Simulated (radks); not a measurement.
Removal energies from the dysprosium ion Dy2+, [Xe] 4f10, by Delta-SCF beside the eigenvalue of the level emptied. Calculated with a radial shooting solver on a logarithmic mesh with Libxc functionals: scalar-relativistic Kohn-Sham, PBEsol, spin-polarised, spherical densities, finite nucleus; Fermi nuclear charge, rms radius of each element as measured or else 0.836 A^(1/3) + 0.57 fm. Open shells are filled with parallel spins first.

removed from     final configuration  Delta-SCF (eV)  -eigenvalue (eV)
4f                          [Xe] 4f9          23.706            15.424
5p            [Kr] 4d10 4f10 5s2 5p5          44.956            38.723
5s            [Kr] 4d10 4f10 5s1 5p6          68.978            62.096
4d             [Kr] 4d9 4f10 5s2 5p6          174.14            164.85
